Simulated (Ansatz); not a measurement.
`C[O][SnH]([Cl])[Cl]` → `[Cl][Sn][Cl]` + CH₃OH  (stannylene formation by 1,1-elimination)

Program: Ansatz. Geometries: PBE0-D4/def2-TZVP. ΔE: electronic, gas phase. CBS: MP2 limit from def2 TZ/QZ plus the TZ coupled-cluster correction, frozen cores. This one scheme is used for every species. DFT in def2-TZVPP. Elements past krypton have def2 core potentials. For Sn outer-core shells are correlated without core-valence functions, which leaves a few kJ/mol of doubt a bond. One conformer a species, not always the lowest.

Is it downhill or uphill in electronic energy at CCSD(T)/CBS, and by how much? (An estimate is asked.)

The calculation gave: Downhill: ΔE = -2.2 kcal/mol.

What do these levels give: PBE-D4, revPBE-D4, CAM-B3LYP-D4, PBE, BLYP, PBE0, CAM-B3LYP, LC-ωPBE, RPA@PBE/def2-TZVPP, CCSD(T)/def2-SVP, HF/def2-QZVPP, SCS-MP2/def2-QZVPP? (Estimate.)

Ansatz gave: PBE-D4 -7.8, revPBE-D4 -8.8, CAM-B3LYP-D4 -4.8, PBE -10.2, BLYP -16.5, PBE0 -7.1, CAM-B3LYP -7.0, LC-ωPBE 0.2, RPA@PBE/def2-TZVPP -3.5, CCSD(T)/def2-SVP -1.1, HF/def2-QZVPP -5.7, SCS-MP2/def2-QZVPP -3.9 kcal/mol.

Largest T1 diagnostic among the species: 0.014.

The D4 term adds +3.8 kcal/mol with B3LYP and +2.1 kcal/mol with PBE0; it sums over pairs of atoms, weighted by their polarisabilities, and B3LYP, whose exchange is more repulsive, gets the larger term. From BLYP to BHLYP (50 % exact exchange), in def2-TZVPP and without D4, ΔE moves by +8.3 kcal/mol. Leaving LDA and LC-ωPBE aside and taking each functional with its dispersion term where it has one, the values, not all of them listed here, spread over 11.2 kcal/mol, from BLYP-D4 to ωB97X-V. LDA lies +8.2 kcal/mol from PBE without D4.

B3LYP here is the variant with VWN-RPA as its local correlation; programs differ in this.
